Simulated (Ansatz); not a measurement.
`CC[Te]C` + `N[SiH2]F` → `C[Te][SiH](N)F` + `CC`  (formal exchange of groups at a Te–C bond)

Computed with Ansatz on PBE0-D4/def2-TZVP structures; ΔE is electronic, products minus reactants. CBS: MP2 limit from def2 TZ/QZ plus the TZ coupled-cluster correction, frozen cores. This one scheme is used for every species. Functionals use def2-TZVPP. def2 core potentials past Kr. For Te outer-core shells are correlated without core-valence functions, which leaves a few kJ/mol of doubt a bond. One conformer a species, not always the lowest.

`CC[Te]C`:

Z-matrix (Å, degrees):
```
C
C 1 1.515
H 1 1.094 2 110.5
H 1 1.093 2 111.5 3 119.7
H 1 1.093 2 111.5 3 -119.7
Te 2 2.151 1 111.0 3 -180.0
H 2 1.091 1 111.5 3 -60.8
H 2 1.091 1 111.5 3 60.9
C 6 2.137 2 94.6 1 -179.9
H 9 1.088 6 109.9 2 61.1
H 9 1.089 6 107.3 2 -179.9
H 9 1.088 6 109.9 2 -60.9
```

`N[SiH2]F`:

```xyz
7

N     0.766    0.713    0.052
Si   -0.395   -0.515   -0.082
F    -1.849   -0.126    0.475
H     0.791    1.494   -0.582
H     1.217    0.926    0.926
H     0.052   -1.669    0.728
H    -0.582   -0.823   -1.517
```

`C[Te][SiH](N)F`:

Z-matrix (Å, degrees):
```
C
Te 1 2.152
H 1 1.088 2 107.3
H 1 1.088 2 108.5 3 119.2
H 1 1.087 2 109.3 3 -119.9
Si 2 2.469 1 94.6 3 -151.0
F 6 1.601 2 114.4 1 -68.4
N 6 1.702 2 108.8 1 47.9
H 6 1.485 2 106.6 1 175.8
H 8 1.007 6 121.1 2 -161.2
H 8 1.006 6 120.9 2 46.2
```

`CC`:

```xyz
8

C    -0.729   -0.117   -0.178
C     0.729    0.117    0.178
H    -1.095    0.639   -0.877
H    -0.873   -1.094   -0.646
H    -1.367   -0.081    0.708
H     1.095   -0.639    0.877
H     0.873    1.094    0.646
H     1.367    0.081   -0.708
```

```tsv
species	ωB97M-V energy (Eh)
`CC[Te]C`	-387.08976
`N[SiH2]F`	-446.59760
`C[Te][SiH](N)F`	-753.92680
`CC`	-79.79461
```

Problem. Work out ΔE.

Solution. ΔE = (-753.92680) + (-79.79461) − (-387.08976) − (-446.59760) = -0.03405 Eh = -0.93 eV. CCSD(T)/CBS gives -0.88 eV.

Largest T1 diagnostic among the species: 0.011.

The D4 term adds −0.04 eV with B3LYP and −0.02 eV with PBE0; it sums over pairs of atoms, weighted by their polarisabilities, and B3LYP, whose exchange is more repulsive, gets the larger term. In def2-TZVPP, CCSD(T) changes the Hartree–Fock value by +0.05 eV (the triples alone add +0.00 eV) and MP2 by +0.03 eV.

B3LYP here is the variant with VWN-RPA as its local correlation; programs differ in this.
